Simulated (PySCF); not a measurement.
**SF₆: one-bond stretch**

Computed with PySCF, PBE0, basis S def2-TZVP, F def2-TZVP (no relativity, density fitting).

Rigid scan from the singlet minimum (S–F 1.565 Å (×6); F–S–F 90.0° (×12), F–S–F 180.0° (×3)). Coordinate: the bond from S to the last atom (F) scaled, the rest fixed. Energies in kJ/mol from the minimum.

| scale of one bond | E (kJ/mol) | dipole size (D) |
| --- | --- | --- |
| 0.92 | 32.4 | 0.56 |
| 0.96 | 7.1 | 0.28 |
| 1.00 | 0.0 | 0.00 |
| 1.05 | 8.5 | 0.34 |
| 1.12 | 40.5 | 0.81 |
| 1.20 | 92.1 | 1.33 |
| 1.35 | 201.2 | 2.22 |
| 1.55 | 333.7 | – |
| 1.80 | 456.1 | – |
| 2.20 | 567.6 | – |

At long bonds a restricted determinant can lie too high, and another spin state can fall below this curve.

Other isomers or separated fragments may lie lower.

The scan took 94 s on 4 threads of a shared Intel Xeon Platinum 8259CL @ 2.50GHz (Skylake/Cascade Lake) host; the process peaked at 3.2 GiB. Launch command: `OMP_NUM_THREADS=4 python axn.py task.json out`.
